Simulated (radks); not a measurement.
Neutral chromium inside a hard spherical wall (all orbitals vanish at R), configuration held at [Ar] 3d5 4s1 and not refilled when levels cross. Method: non-relativistic Kohn-Sham, PBE, spin-polarised, spherical densities, point nucleus; open shells are filled with parallel spins first; computed with a radial shooting solver on a logarithmic mesh with Libxc functionals. Eigenvalues in eV for spin up, with the zero of energy where the potential of the charges vanishes at infinity; a dash marks a level that is unbound or too diffuse for the functional's potential to be trusted. A positive occupied level is held by the wall or, in an anion where self-interaction has pushed it up, behind a barrier. The pressure on the wall is -dE/dV.

| R (bohr) | E (hartree) | kinetic (hartree) | e(3s) | e(3p) | e(4s) | e(3d) | e(4p, empty) | e(5s, empty) | pressure (GPa) |
|---|---|---|---|---|---|---|---|---|---|
| free | -1044.23090 | 1043.363 | -73.315 | -45.918 | -4.363 | -3.814 | -1.214 | - | 0 |
| 15 | -1044.23090 | 1043.363 | -73.315 | -45.917 | -4.363 | -3.813 | -1.206 | 0.233 | < 0.0001 |
| 12 | -1044.23084 | 1043.363 | -73.308 | -45.910 | -4.357 | -3.807 | -1.161 | 0.810 | 0.00104 |
| 8 | -1044.22673 | 1043.392 | -73.065 | -45.668 | -4.138 | -3.581 | -0.562 | 4.563 | 0.159 |
| 5 | -1044.13130 | 1043.811 | -70.693 | -43.332 | -1.289 | -1.402 | 3.958 | 22.707 | 10.4 |
| 3.5 | -1043.62863 | 1045.528 | -64.577 | -37.391 | 9.675 | 4.599 | 18.109 | 67.219 | 152 |
| 2.5 | -1041.52801 | 1052.408 | -51.650 | -24.531 | 45.937 | 19.370 | 59.447 | 176.39 | 1770 |
| 2 | -1037.11810 | 1066.675 | -34.137 | -6.125 | 106.72 | 40.884 | 123.18 | 327.21 | 8930 |
| 1.5 | -1020.63572 | 1114.276 | 15.453 | 46.500 | 282.70 | 97.590 | 296.74 | 708.45 | 65700 |
